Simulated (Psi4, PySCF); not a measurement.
Here is a job for Psi4.
```
memory 2 GB

molecule {
0 1
Si   -0.28890628    0.94648061    0.77145085
H     0.38260808    2.12232723    0.12965429
Si    0.20732861   -0.80767768   -0.59742707
H     0.99631510   -0.86130348   -1.84096251
H    -1.09168725   -1.38838644   -0.98924045
H     0.85485143   -1.81587820    0.26421584
}

set {
  basis sto-3g
  scf_type pk
  puream true
  d_convergence 1e-8
}

energy('scf')
print_variables()
```

### Question
Give the equivalent PySCF input.

### Answer
One answer among several that fit: 
```python
from pyscf import gto, scf

mol = gto.Mole()
mol.atom = '''
    Si   -0.288906    0.946481    0.771451
    H     0.382608    2.122327    0.129654
    Si    0.207329   -0.807678   -0.597427
    H     0.996315   -0.861303   -1.840963
    H    -1.091687   -1.388386   -0.989240
    H     0.854851   -1.815878    0.264216
'''
mol.basis = 'sto-3g'
mol.charge = 0
mol.spin = 0
mol.verbose = 4
mol.build()

mf = scf.RHF(mol)
mf.kernel()
```

Both were run: Psi4 gave -573.444402 Eh and PySCF -573.444402 Eh, 0.000 mEh apart.
